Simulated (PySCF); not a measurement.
# Sulfur: a sound run and one with changed settings

Sound run: S²⁺ [Ne] 3s2 3p2, S³⁺ [Ne] 3s2 3p1. All numbers are calculated (PySCF 2.14, the non-relativistic Hamiltonian (point nucleus), in def2-TZVP). In the sound run the correlated levels freeze [Ne]. The sound run starts from symmetry-adapted Hartree-Fock orbitals and uses a fine grid where one is needed.

Changed run: the spin-free X2C one-electron Hamiltonian (Gaussian nucleus). This setting is unsound on purpose.

```
species   method  sound run (hartree)  changed run (hartree)  converged
    S²⁺      UHF           -396.32774             -397.29167        yes
    S²⁺      PBE           -396.69827             -397.66534        yes
    S²⁺      LDA           -395.47835             -396.44561        yes
    S²⁺      MP2           -396.39321             -397.35712        yes
    S²⁺  CCSD(T)           -396.41784             -397.38163        yes
    S³⁺      UHF           -395.07264             -396.03584        yes
    S³⁺      PBE           -395.41794             -396.38433        yes
    S³⁺      LDA           -394.19651             -395.16311        yes
    S³⁺      MP2           -395.12134             -396.08452        yes
    S³⁺  CCSD(T)           -395.14311             -396.10616        yes
```

Ionisation energy of S²⁺:

| method | sound run (eV) | changed run (eV) |
| --- | --- | --- |
| UHF | 34.153 | 34.173 |
| PBE | 34.839 | 34.858 |
| LDA | 34.881 | 34.898 |
| MP2 | 34.609 | 34.629 |
| SCS-MP2 | 34.516 | 34.535 |
| CCSD | 34.656 | 34.677 |
| CCSD(T) | 34.687 | 34.707 |

Most of the change in total energy is the relativistic energy itself. On top of that the contraction fixes the core shape for the Hamiltonian it was made with, so the changed run is not a good calculation with the other Hamiltonian either.

For comparison, NIST gives 34.86 ± 0.04 eV between the lowest levels.
